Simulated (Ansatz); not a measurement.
Reaction (cleavage of the Si–Si bond): `FC[SiH2][SiH3]` + H–F → `FC[SiH2]F` + SiH₄

Calculated with Ansatz (gas phase, PBE0-D4/def2-TZVP geometries, no zero-point term in ΔE). CBS: MP2 limit from def2 TZ/QZ plus the TZ coupled-cluster correction, frozen cores. This one scheme is used for every species. Each species was taken in one conformer, which may not be the lowest.

`FC[SiH2][SiH3]`:

Z-matrix (Å, degrees):
```
C
Si 1 1.902
F 1 1.391 2 110.2
H 1 1.095 2 110.9 3 -119.8
H 1 1.095 2 111.5 3 120.0
Si 2 2.339 1 110.4 3 53.7
H 2 1.491 1 107.0 3 174.2
H 2 1.488 1 109.6 3 -68.4
H 6 1.486 2 110.7 1 -65.6
H 6 1.488 2 110.0 1 174.1
H 6 1.488 2 109.7 1 54.7
```

H–F:

Cartesian coordinates in Å:
```
F 0.153 0.371 -0.225
H -0.153 -0.371 0.225
```

`FC[SiH2]F`:

```xyz
8

F    -1.909   -0.353   -0.058
C    -0.593   -0.692   -0.342
Si    0.606    0.594    0.327
F     0.465    1.951   -0.505
H    -0.491   -0.802   -1.428
H    -0.382   -1.670    0.108
H     1.987    0.080    0.148
H     0.316    0.892    1.749
```

SiH₄:

Z-matrix (Å, degrees):
```
Si
H 1 1.485
H 1 1.485 2 109.5
H 1 1.485 2 109.5 3 -120.0
H 1 1.485 2 109.5 3 120.0
```

| species | CCSD(T)/CBS(def2) energy (Eh) |
| --- | --- |
| `FC[SiH2][SiH3]` | -720.18634 |
| H–F | -100.39570 |
| `FC[SiH2]F` | -529.16787 |
| SiH₄ | -291.46306 |

Task: Work out ΔE.

Result: ΔE = (-529.16787) + (-291.46306) − (-720.18634) − (-100.39570) = -0.04889 Eh = -1.33 eV.

Largest T1 diagnostic among the species: 0.012.

From PBE to PBE0 (25 % exact exchange), in def2-TZVPP and without D4, ΔE moves by −0.05 eV. The D4 term adds +0.09 eV with B3LYP and +0.05 eV with PBE0; it sums over pairs of atoms, weighted by their polarisabilities, and B3LYP, whose exchange is more repulsive, gets the larger term.

B3LYP here is the variant with VWN-RPA as its local correlation; programs differ in this.
